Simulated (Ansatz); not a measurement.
[Ni(NH3)4]2+ (NiN4H12²⁺). The state is a singlet with charge 2. Geometry PBE0-D4/def2-SVP; atoms count from 1.

```xyz
17

Ni    0.000    0.000    0.000
N    -1.325   -1.433   -0.011
H    -1.230   -2.069    0.791
H    -1.263   -2.031   -0.844
H    -2.307   -1.138    0.010
N     1.408   -1.300   -0.366
H     1.797   -1.210   -1.313
H     1.140   -2.287   -0.291
H     2.211   -1.212    0.270
N     1.318    1.438   -0.028
H     1.041    2.225   -0.626
H     2.252    1.186   -0.368
H     1.484    1.845    0.901
N    -1.402    1.295    0.405
H    -2.051    1.437   -0.379
H    -1.085    2.239    0.650
H    -1.989    1.016    1.200
```

The restricted singlet is unstable: a solution with broken spin symmetry lies lower.

Q: Estimate the Mulliken populations from the PBE0/def2-TZVP orbitals of Ansatz.

A: 
| atom | charge (e) | d electrons |
| --- | --- | --- |
| Ni1 | 0.40 | 8.65 |
| N2 | -0.56 | – |
| H3 | 0.33 | – |
| H4 | 0.32 | – |
| H5 | 0.31 | – |
| N6 | -0.56 | – |
| H7 | 0.33 | – |
| H8 | 0.31 | – |
| H9 | 0.32 | – |
| N10 | -0.56 | – |
| H11 | 0.32 | – |
| H12 | 0.31 | – |
| H13 | 0.33 | – |
| N14 | -0.56 | – |
| H15 | 0.33 | – |
| H16 | 0.31 | – |
| H17 | 0.32 | – |
Mulliken values depend strongly on the basis.

Q: And the Mayer bond orders between heavy atoms (over 0.3)?

A: Ni1–N2 0.62 (1.95 Å); Ni1–N6 0.62 (1.95 Å); Ni1–N10 0.62 (1.95 Å); Ni1–N14 0.62 (1.95 Å).
